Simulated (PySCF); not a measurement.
C6H4Cl, SMILES Clc1cc[c]cc1, multiplicity 2. The structure is a stationary point at PBE0-D3(BJ)/def2-SVP. The isomer is the one that the SMILES or the coordinates give; other isomers of the formula were not compared.

Computed with PBE0-D3(BJ)/def2-SVP (PySCF).

Harmonic wavenumbers (cm⁻¹): 204, 302, 408, 428, 473, 605, 692, 711, 802, 813, 955, 974, 989, 1056, 1097, 1122, 1159, 1276, 1377, 1401, 1482, 1616, 1669, 3211, 3211, 3230, 3231. Rotational constants (GHz): 5.586, 1.644, 1.270; symmetry number 2.

Work out the zero-point energy and the ideal-gas rigid-rotor harmonic-oscillator thermochemistry at 298.15 K and 1 atm.

ZPE = ½ Σ hcν = ½ × 34497 cm⁻¹ = 49.32 kcal/mol. H − E(el) = 53.31 kcal/mol. Entropy in cal/(mol K): translation 40.04, rotation 26.34, vibration 8.14, spin 1.38, total 75.89. G − E(el) = 30.69 kcal/mol. Cp = 22.45 cal/(mol K).
